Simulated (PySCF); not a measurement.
CrF2 (quintet state).
Bonds: Cr1–F2, Cr1–F3.

Method: PBE0-D3(BJ)/def2-SVP geometry optimisation, gas phase in PySCF 2.14.0; unrestricted, density fitting, grid level 1; the optimiser is geomeTRIC in internal coordinates, started from a GFN2-xTB structure with every atom displaced at random (about 0.03 Å).

Step 0: E = -33837.8536 eV
```
atom  x, y, z in Å  |  force x, y, z in eV/Å
Cr1     0.0603   -0.0772    0.0125    0.280  -0.168  -1.721
F2     -0.0325   -0.0331    1.7036   -0.185   0.105   2.014
F3     -0.0442    0.0131   -1.7360   -0.096   0.063  -0.293
```

Task: Estimate the geometry and energy of step 1. (The exact step hangs on the optimiser's Hessian estimate; all steps are aligned on step 0, rigid shifts and turns removed.)

Result: E = -33837.9180 eV, largest force 0.386 eV/Å
```
atom  x, y, z in Å  |  force x, y, z in eV/Å
Cr1     0.0727   -0.0855   -0.0032    0.161  -0.103  -0.335
F2     -0.0392   -0.0290    1.7435   -0.089   0.058   0.251
F3     -0.0500    0.0172   -1.7602   -0.072   0.045   0.085
```

The energy changes by -0.0644 eV. The first-order estimate −F·Δx gives -0.1216 eV and the mean of the old and new forces, exact on a quadratic surface, -0.0696 eV. The step makes an angle of 31° with the force vector and moves no atom by more than 0.041 Å.

What follows is the cost of the whole optimisation. The run took 22 s wall on Intel Xeon 6975P-C, one thread, on a shared host, and the process peaked at 0.26 GiB of memory.
